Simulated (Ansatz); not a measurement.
C2H8FNOSi (`CO[Si](C)(N)F`), relaxed with RKS PBE0-D4/def2-TZVP in Ansatz 0.2.0 from a GFN2-xTB geometry. The force threshold is 0.005 eV/Å; the program also tests the step.

The species carries charge 0 and has multiplicity 1.

Start:

```xyz
14

C    -1.018    1.506   -1.110
O    -0.119    1.372   -0.049
Si    0.410    0.026    0.674
C     1.419   -1.168   -0.388
N    -0.902   -0.833    1.381
F     1.391    0.713    1.761
H    -1.909    0.896   -0.951
H    -1.303    2.557   -1.173
H    -0.548    1.205   -2.050
H     1.869   -1.950    0.214
H     0.809   -1.649   -1.147
H     2.224   -0.644   -0.893
H    -1.589   -0.312    1.903
H    -0.735   -1.719    1.826
```

| step | energy (eV) | largest force (eV/Å) | largest move (Å) |
| --- | --- | --- | --- |
| 1 | -16331.9570 | 0.788 | 0.000 |
| 2 | -16332.0065 | 0.354 | 0.056 |
| 3 | -16332.0258 | 0.127 | 0.068 |
| 4 | -16332.0294 | 0.083 | 0.031 |
| 5 | -16332.0320 | 0.094 | 0.061 |
| 6 | -16332.0325 | 0.027 | 0.017 |
| 7 | -16332.0327 | 0.032 | 0.027 |
| 8 | -16332.0329 | 0.014 | 0.007 |
| 9 | -16332.0329 | 0.017 | 0.009 |
| 10 | -16332.0330 | 0.009 | 0.004 |
| 11 | -16332.0330 | 0.005 | 0.003 |
| 12 | -16332.0330 | 0.003 | 0.006 |
| 13 | -16332.0330 | 0.002 | 0.006 |

End:

```xyz
14

C    -1.014    1.430   -1.093
O    -0.051    1.408   -0.067
Si    0.458    0.059    0.696
C     1.402   -1.116   -0.375
N    -0.885   -0.737    1.374
F     1.465    0.639    1.792
H    -1.864    0.776   -0.867
H    -1.379    2.453   -1.201
H    -0.579    1.118   -2.049
H     1.729   -1.992    0.189
H     0.794   -1.462   -1.215
H     2.293   -0.627   -0.776
H    -1.538   -0.241    1.960
H    -0.829   -1.709    1.632
```

Hardware: 2 threads of an AMD EPYC 7R13 on a shared host and a share of an NVIDIA H100 80 GB. Wall time 40 s, peak host memory 0.87 GiB.
